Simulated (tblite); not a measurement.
C₈H₉P.
Geometry (GFN2-xTB, Å), atoms numbered from 1 in this order:
```
atom  x, y, z in Å
C1     3.9794   -0.1918   -0.5612
C2     2.8831    0.1658   -0.2201
P3     1.3498    0.8442    0.3471
C4     0.7135   -0.6349    1.1906
C5    -0.5331   -1.0505    1.0169
C6    -1.5090   -0.3654    0.1003
C7    -2.1382    0.8376    0.8210
C8    -0.8308    0.0977   -1.1595
C9     0.3908    0.6116   -1.1795
H10    4.9181   -0.5442   -0.8775
H11    1.3932   -1.1269    1.8733
H12   -0.9035   -1.9188    1.5459
H13   -2.3084   -1.0669   -0.1600
H14   -2.6423    0.5132    1.7286
H15   -2.8603    1.3312    0.1743
H16   -1.3608    1.5515    1.0889
H17   -1.4020   -0.0054   -2.0729
H18    0.8519    0.9582   -2.0946
```

Computed values, GFN2-xTB/tblite, gas phase, harmonic and unscaled. Against measured fundamentals such values can be off by several per cent, at times by over 20. One conformer, not necessarily the lowest.

Harmonic wavenumbers (cm⁻¹): 56.3, 94.5, 111.6, 224.5, 236.1, 248.5, 322.4, 345.5, 363.7, 411.9, 508.3, 519.7, 635.1, 661.0, 662.4, 698.3, 728.5, 755.1, 758.1, 802.7, 853.2, 891.9, 892.5, 969.6, 1035.1, 1081.1, 1089.1, 1162.7, 1172.6, 1275.7, 1280.2, 1311.4, 1330.5, 1396.7, 1489.0, 1490.0, 1643.4, 1676.5, 2192.1, 2936.8, 3018.7, 3028.8, 3032.8, 3038.1, 3039.1, 3053.0, 3053.4, 3363.7.

A = 3249, B = 967.8, C = 889.0 MHz; mass 136.044 u (most abundant isotopes); point group Cs, symmetry number 1.

Task: Zero-point energy?

Result: Half the sum of the wavenumbers: 30471 cm⁻¹ = 364.51 kJ/mol.

Task: Give the ideal-gas entropy at 350 K and 1 bar in the rigid-rotor, harmonic-oscillator model (classical rotation).

Result: Translation 173.46, rotation 123.89, vibration 131.34: S = 428.7 J/(mol K).

Task: And Cp and H(350 K) − H(0)?

Result: Cp = 183.40 J/(mol K), of which vibrations give 150.15 (their classical limit is 48 R = 399.1); H(350 K) − H(0) = 37.02 kJ/mol without the zero-point energy, 25.38 from vibrations.

Task: How do the functions run with temperature in this model?

Result: 
```csv
T (K),S (J/(mol K)),Cp (J/(mol K)),H − H(0) (kJ/mol),G − H(0) (kJ/mol),ln q(vib)
50,241.7,49.8,1.98,-10.11,0.33
100,282.7,71.4,5.00,-23.27,1.24
298.15,401.1,161.6,28.07,-91.51,5.79
373.15,440.7,192.5,41.37,-123.08,7.65
500,503.3,235.4,68.64,-183.02,10.84
750,610.6,293.0,135.27,-322.68,16.93
1000,700.3,330.1,213.46,-486.86,22.59
```

q(vib) and H(0) count from the zero-point level.

Task: What must be added to the electronic energy to get the Gibbs energy at 350 K and 1 bar?

Result: ZPE + [H(350 K) − H(0)] − T·S = 364.51 + 37.02 − 150.04 = 251.49 kJ/mol.

Task: Blend soft modes into free rotors: weight 1/[1 + (100 cm⁻¹/ν̃)⁴] for the oscillator and the rest for a rotor with moment μB/(μ + B), μ = h/(8π²ν), B = 10⁻⁴⁴ kg m². What vibrational entropy results?

Result: 123.46 J/(mol K) in place of 131.34, which changes −T·S at 350 K by +2.76 kJ/mol.

Task: Which modes carry the vibrational entropy at 350 K?

Result: 56.3 cm⁻¹: 20.50; 94.5 cm⁻¹: 16.23; 111.6 cm⁻¹: 14.87; 224.5 cm⁻¹: 9.27; 236.1 cm⁻¹: 8.88; 248.5 cm⁻¹: 8.49 J/(mol K); the other 42 give 53.10 together.

Hindered rotation and anharmonicity are outside this model. Other conformers, if any are populated, would add a mixing term that is left out.
